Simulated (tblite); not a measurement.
Parent: `[CH3:1][C:2](=[S:3])[S:4][SiH2:5][Cl:6]` with C1–C2–S4–Si5 178°, C2–S4–Si5–Cl6 -72°, C2H5ClS2Si.

Computed geometry: GFN2-xTB, gas phase. One conformer each, not checked by frequencies here.

```tsv
coordinate of the parent	value
C1–C2	1.488 Å
C2=S3	1.634 Å
C2–S4	1.733 Å
S4–Si5	2.199 Å
Si5–Cl6	1.991 Å
C1–C2–S3	122.2°
C1–C2–S4	114.9°
S3–C2–S4	122.9°
C2–S4–Si5	101.7°
S4–Si5–Cl6	110.4°
```

Problem. How does the shared frame change in `[CH3:1][CH2:2][CH2:3][Si@@H:4]([Cl:5])[S:6][C:7]([CH3:8])=[S:9]` with C1–C2–C3–Si4 -179°, C2–C3–Si4–Cl5 62°, C3–Si4–S6–C7 173°, Si4–S6–C7–C8 178°, C5H11ClS2Si? Atoms pair as C1 = C8, C2 = C7, S3 = S9, S4 = S6, Si5 = Si4, Cl6 = Cl5 (parent first).

Solution. 
```csv
parent,relative,value in the relative,change
C1–C2,C8–C7,1.489 Å,+0.001
C2=S3,C7=S9,1.632 Å,-0.002
C2–S4,C7–S6,1.732 Å,-0.001
S4–Si5,S6–Si4,2.205 Å,+0.006
Si5–Cl6,Si4–Cl5,2.002 Å,+0.011
C1–C2–S3,C8–C7–S9,122.2°,0.0
C1–C2–S4,C8–C7–S6,114.4°,-0.5
S3–C2–S4,S9–C7–S6,123.4°,+0.5
C2–S4–Si5,C7–S6–Si4,101.8°,+0.1
S4–Si5–Cl6,S6–Si4–Cl5,109.8°,-0.6
```

Of the parent's bonds, Si5–Cl6 changes most (+0.011 Å). Bonds of the relative outside the shared frame: C1–C2 1.524, C2–C3 1.527, C3–Si4 1.896 Å. Point group C1 → C1.

Problem. How does the shared frame change in `[CH:1]#[C:2][Si@@H:3]([Cl:4])[S:5][C:6]([CH3:7])=[S:8]` with C2–Si3–S5–C6 67°, Si3–S5–C6–C7 180°, C4H5ClS2Si? Atoms pair as C1 = C7, C2 = C6, S3 = S8, S4 = S5, Si5 = Si3, Cl6 = Cl4 (parent first).

Solution. 
```
    parent    relative  value in the relative  change
     C1–C2       C7–C6                1.488 Å   0.000
     C2=S3       C6=S8                1.635 Å  +0.001
     C2–S4       C6–S5                1.730 Å  -0.003
    S4–Si5      S5–Si3                2.210 Å  +0.011
   Si5–Cl6     Si3–Cl4                2.014 Å  +0.023
  C1–C2–S3    C7–C6–S8                 122.3°    +0.1
  C1–C2–S4    C7–C6–S5                 114.8°    -0.1
  S3–C2–S4    S8–C6–S5                 122.9°     0.0
 C2–S4–Si5   C6–S5–Si3                 100.1°    -1.6
S4–Si5–Cl6  S5–Si3–Cl4                 104.0°    -6.4
```

Of the parent's bonds, Si5–Cl6 changes most (+0.023 Å). Bonds of the relative outside the shared frame: C1≡C2 1.203, C2–Si3 1.842 Å. Point group C1 → C1.

Problem. How does the shared frame change in `[CH3:1][C:2](=[S:3])[S:4][Si@@H:5]([Cl:6])[CH2:7][SiH3:8]` with C1–C2–S4–Si5 -179°, C2–S4–Si5–Cl6 171°, S4–Si5–C7–Si8 -56°, C3H9ClS2Si2? Atoms pair as C1 = C1, C2 = C2, S3 = S3, S4 = S4, Si5 = Si5, Cl6 = Cl6 (parent first).

Solution. 
| parent | relative | value in the relative | change |
| --- | --- | --- | --- |
| C1–C2 | C1–C2 | 1.489 Å | +0.001 |
| C2=S3 | C2=S3 | 1.635 Å | +0.001 |
| C2–S4 | C2–S4 | 1.729 Å | -0.004 |
| S4–Si5 | S4–Si5 | 2.208 Å | +0.009 |
| Si5–Cl6 | Si5–Cl6 | 2.018 Å | +0.027 |
| C1–C2–S3 | C1–C2–S3 | 122.0° | -0.2 |
| C1–C2–S4 | C1–C2–S4 | 114.8° | -0.1 |
| S3–C2–S4 | S3–C2–S4 | 123.2° | +0.3 |
| C2–S4–Si5 | C2–S4–Si5 | 100.9° | -0.8 |
| S4–Si5–Cl6 | S4–Si5–Cl6 | 102.9° | -7.5 |

Of the parent's bonds, Si5–Cl6 changes most (+0.027 Å). Bonds of the relative outside the shared frame: Si5–C7 1.891, C7–Si8 1.918 Å. Point group C1 → C1.
